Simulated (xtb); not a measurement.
H₂O₄S, triplet, geometry from GFN2-xTB (a higher spin typed on purpose: for a closed-shell molecule this is an excited state). Base run: GFN2-xTB (xtb).

Geometry (Å):
```xyz
7

O     -0.1331     1.8168     0.2301
S     -0.3139    -0.3084     0.0948
O     -0.7569    -0.6142    -1.2374
O      0.0062    -1.3884     1.0089
O      1.3098     0.4607    -0.1871
H     -0.2136     2.1893    -0.6518
H      1.8284     0.5461     0.6194
```
Charge 0, spin multiplicity 3.
All else is at xtb's defaults.
Base energy -20.36469 Eh.

The base run was repeated with changes; each row names its change, and settings that it needs were set with it.

```csv
change,ΔE vs base (kcal/mol),dipole (D),G_solv (kcal/mol),SCF cycles
base,0.000,2.94,-,12
alpb = ether,-11.59,3.34,-12.93,11
etemp = 1000,-0.028,2.90,-,12
alpb = water,-16.55,3.71,-21.65,12
```

ALPB and GBSA are two models with their own fitted parameters for each solvent, which aren't always the measured dielectric constant.
